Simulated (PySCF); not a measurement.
Radial density of Ne (neon, neutral)

PBE, [Ne], closed-shell 1S. All numbers are calculated (PySCF 2.14, the non-relativistic Hamiltonian (point nucleus), in pcseg-2 (4s3p2d1f, 30 functions)).

```csv
r (bohr),4πr²ρ (e/bohr)
0.00307,0.06931
0.00517,0.1888
0.00869,0.4961
0.0146,1.248
0.0246,2.890
0.0414,5.863
0.0696,9.495
0.117,10.74
0.197,7.415
0.331,5.313
0.557,7.640
0.937,6.237
1.58,1.966
2.65,0.2144
4.46,0.003052
```
